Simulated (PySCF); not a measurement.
Isomers of C3H12OSSi2, one GFN2-xTB conformer each. Single-point energies are computed at PBE0/pcSseg-1 (PySCF, gas phase, no added dispersion term), electronic only.

```csv
SMILES,GFN2-xTB relative energy (kJ/mol)
CC[SiH2][Si@@H](O)SC,45.1
CS[SiH2]OCC[SiH3],0.0
```

Conformers: `[CH3:1][CH2:2][SiH2:3][Si@@H:4]([OH:5])[S:6][CH3:7]` with C1–C2–Si3–Si4 179°, C2–Si3–Si4–O5 -53°, Si3–Si4–O5–H 158°, Si3–Si4–S6–C7 67°; `[CH3:1][S:2][SiH2:3][O:4][CH2:5][CH2:6][SiH3:7]` with C1–S2–Si3–O4 -178°, S2–Si3–O4–C5 -173°, Si3–O4–C5–C6 128°, O4–C5–C6–Si7 -60°.

Task: What does PBE0/pcSseg-1 give for the same structures?

Result: 
| SMILES | PBE0/pcSseg-1 E (Eh) | PBE0/pcSseg-1 (kJ/mol) | GFN2-xTB (kJ/mol) | point group |
| --- | --- | --- | --- | --- |
| CC[SiH2][Si@@H](O)SC | -1173.33511 | 0.0 | 45.1 | C1 |
| CS[SiH2]OCC[SiH3] | -1173.30263 | 85.3 | 0.0 | C1 |

GFN2-xTB puts CS[SiH2]OCC[SiH3] lowest instead. As drawn, the lower has an O–H bond and an Si–Si bond, which the higher lacks.

Task: Which frontier levels, dipoles and rotational constants go with these structures?

Result: 
```tsv
SMILES	HOMO (eV, PBE0/pcSseg-1)	LUMO (eV)	dipole (D)	A, B, C (MHz)
CC[SiH2][Si@@H](O)SC	-6.66	-0.41	0.60	1972, 766.1, 662.7
CS[SiH2]OCC[SiH3]	-6.74	-0.04	2.11	2869, 631.5, 574.9
```
